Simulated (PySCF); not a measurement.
C₅H₇F. Atoms are numbered in the order given.

```xyz
13

C     -2.4038    -0.0074     0.0000
C     -1.0761    -0.0921     0.0000
C     -0.0159    -0.0584     1.0889
C      0.9744     0.4104     0.0000
F      2.2085    -0.1942     0.0000
C     -0.0159    -0.0584    -1.0889
H     -2.9706     0.0283     0.9349
H     -2.9706     0.0283    -0.9349
H     -0.1796     0.5835     1.9676
H      0.2624    -1.0721     1.4248
H      1.1232     1.5028     0.0000
H      0.2624    -1.0721    -1.4248
H     -0.1796     0.5835    -1.9676
```

Coordinates come from a B3LYP-D3(BJ)/def2-SVP optimisation.

All values below come from PBE/def2-TZVP (PySCF).

ESP charges are fitted to the potential on shells at 1.4 to 2.0 van der Waals radii. Atomic charges (e):

```csv
atom,Mulliken,meta-Löwdin,ESP fit,Löwdin
C1,-0.29,-0.30,-0.75,(withheld)
C2,-0.08,0.03,0.41,(withheld)
C3,-0.11,-0.25,-0.45,-0.18
C4,0.08,0.20,0.37,(withheld)
F5,-0.20,-0.30,-0.26,(withheld)
C6,-0.11,-0.25,-0.45,-0.18
H7,0.12,0.12,0.24,0.13
H8,0.12,0.12,0.24,0.13
H9,0.11,0.12,0.14,0.14
H10,0.09,0.13,0.16,0.15
H11,0.06,0.11,0.04,0.13
H12,0.09,0.13,0.16,0.15
H13,0.11,0.12,0.14,0.14
```

### Question
Complete the blanks. (The exact figures need the calculation; the answer reports its results.)

### Answer

- C1, Löwdin: -0.20
- C2, Löwdin: -0.20
- C4, Löwdin: -0.32
- F5, Löwdin: 0.13

Computed Mayer and Wiberg (Löwdin basis) orders of the bonds:
| bond | Mayer | Wiberg |
|---|---|---|
| C1–C2 | 1.84 | 2.10 |
| C2–C3 | 1.03 | 1.13 |
| C3–C4 | 1.04 | 1.14 |
| C4–F5 | 1.09 | 1.68 |
| C2–C6 | 1.03 | 1.13 |
| C4–C6 | 1.04 | 1.14 |
| C1–H7 | 0.95 | 0.88 |
| C1–H8 | 0.95 | 0.88 |
| C3–H9 | 0.93 | 0.87 |
| C3–H10 | 0.88 | 0.83 |
| C4–H11 | 0.96 | 0.84 |
| C6–H12 | 0.88 | 0.83 |
| C6–H13 | 0.93 | 0.87 |
